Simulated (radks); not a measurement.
Valence configurations of N3+ (all share [He]). All-electron calculation, scalar-relativistic Kohn-Sham, LDA (Slater exchange, Perdew-Wang correlation), spin-polarised, spherical densities, finite nucleus; open shells are filled with parallel spins first; Fermi nuclear charge, rms radius 2.5582 fm. Program: a radial shooting solver on a logarithmic mesh with Libxc functionals. Energies are relative to 2s2; eigenvalues in eV for spin up.

valence      E (eV)  moment (Bohr magnetons)    e(2p)    e(2s)
2s2           0.000                        0        -  -67.794
2s1 2p1       7.450                        2  -58.484  -69.252
2p2          18.228                        2  -57.699        -
2s1.5 2p0.5   4.577                        1  -58.017  -68.718
2s0.5 2p1.5  12.836                        2  -58.093  -68.871

NIST lists [He] 2s2 as the ground configuration; this level of theory agrees among the configurations tried. The energies are those of spherical high-spin densities, not of single terms.
